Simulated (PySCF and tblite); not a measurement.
Results of a calculation; reference values are marked as such.
System: C4H9NSSi, numbered as in [CH2:1]=[CH:2][N:3]([CH3:4])[C:5]([SiH3:6])=[S:7].

For the rotation about the C2–N3 bond (torsion C1–C2–N3–C4 from 0° to 143°, rising): electronic barrier 4.39 kcal/mol, zero-point change -0.95 kcal/mol, thermal and entropy terms at 350 K a further -0.03 kcal/mol (symmetry numbers apart). The minimum is Cs, the saddle C1. Geometries: GFN2-xTB; energies: PBE0/pcSseg-1 + D3(BJ), IEF-PCM chloroform; zero-point and thermal terms from GFN2-xTB harmonic modes (soft modes blended into free rotors). Rate constants are transition-state-theory values, counting equivalent paths, without tunnelling. Programs: tblite and PySCF.

Problem. How many equivalent paths lead out of the minimum?

Solution. 2: the symmetry number of the minimum is 1, that of the saddle displaced along its mode 1, and the displaced saddle is chiral while the minimum is not, which doubles the count.

Problem. Work out the rate at 350 K.

Solution. ΔG‡ = 3.41 kcal/mol; k_B T/h = 7.3×10¹² s⁻¹; exp(−ΔG‡/RT) = 0.0074; times 2 gives k = 1.1×10¹¹ s⁻¹. Wigner's tunnelling factor for the 121i cm⁻¹ mode would be 1.01.
